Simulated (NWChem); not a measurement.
# Total energies of CH₃Si

SMILES: [SiH]=C
```xyz
5

C      0.3487     1.0468     0.0000
Si    -0.2759    -0.5491     0.0000
H     -0.2837     1.9385     0.0000
H      1.4317     1.2223     0.0000
H      0.6217    -1.7543     0.0000
```
Charge 0, spin multiplicity 2.

All runs are NWChem calculations. Structure: optimised with UPBE0/def2-SVP, a minimum by its harmonic frequencies.

Basis set: 3-21G (28 functions).

| method | total energy (Ha) |
|---|---|
| UHF | -326.70757 |
| UMP2 | -326.82392 |
| UB2PLYP | -327.33643 |
| UPBE | -327.33039 |
| UB3LYP | -327.55992 |
| UPBE0 | -327.36561 |

Total energies of different functionals aren't comparable as a measure of quality: only differences taken within one method are. 

The correlated methods keep 6 core orbitals frozen. B3LYP has NWChem's definition, with VWN1-RPA local correlation. The structure started from a generated list of species. The unpaired electrons of the parent sit in orbitals of symmetry a' (Cs labels of the run); other states weren't searched. No SCF solution was tested for a lower state. Open-shell Hartree-Fock references start from PBE0 orbitals.
